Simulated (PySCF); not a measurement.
Molecule: `N#CC1=CC(=O)[C@H]1F`, C5H2FNO.

Geometry (Å), atoms numbered from 1 in this order:
```xyz
10

N     3.109   -0.110   -0.578
C     1.992    0.013   -0.350
C     0.629    0.138   -0.067
C    -0.198    1.174    0.202
C    -1.392    0.308    0.268
O    -2.567    0.451    0.389
C    -0.460   -0.925    0.033
F    -0.692   -1.636   -1.106
H    -0.040    2.230    0.328
H    -0.372   -1.638    0.858
```

Frames of a GFN2-xTB Langevin trajectory at 400 K; GIAO PBE0/pcSseg-1 shieldings in PySCF, gas phase, non-relativistic; equivalent atoms averaged within each frame.

Chemical shifts δ = σref − σ; NH3 for 15N (σref 267.73); 13C (σref 186.93) and 1H (σref 31.72) against TMS; 17O (σref 336.08) against H2O; CFCl3 for 19F (σref 170.95), all at this level. The references are static minima.

Q: How do the shifts (ppm) fluctuate along the trajectory?

A: 
| time (fs) | N1 | C5 | C4 | C3 | C2 | C7 | O6 | F8 | H10 | H9 |
| --- | --- | --- | --- | --- | --- | --- | --- | --- | --- | --- |
| 250 | 374.5 | 189.4 | 159.8 | 152.3 | 117.2 | 108.3 | 623.2 | -198.7 | 7.14 | 6.12 |
| 425 | 386.2 | 184.1 | 168.7 | 171.9 | 118.0 | 107.1 | 643.1 | -200.3 | 5.09 | 7.30 |
| 625 | 391.5 | 181.2 | 157.7 | 170.2 | 117.6 | 107.9 | 630.2 | -187.2 | 7.36 | 6.73 |
| 800 | 367.2 | 180.8 | 152.4 | 160.4 | 115.1 | 98.9 | 596.4 | -186.9 | 6.11 | 7.24 |
| 1000 | 382.7 | 173.8 | 149.6 | 163.3 | 112.8 | 114.5 | 618.8 | -183.8 | 6.63 | 7.15 |
| mean of frames | 380.4 | 181.8 | 157.6 | 163.6 | 116.1 | 107.3 | 622.3 | -191.4 | 6.47 | 6.91 |
| standard deviation | 9.6 | 5.7 | 7.4 | 7.9 | 2.2 | 5.5 | 17.2 | 7.5 | 0.91 | 0.49 |

5 frames give an uncertainty of the mean of about the standard deviation over 2.2 at best, since frames this close in time may not be independent; classical motion lacks zero-point vibration, and the reference would need the same averaging.
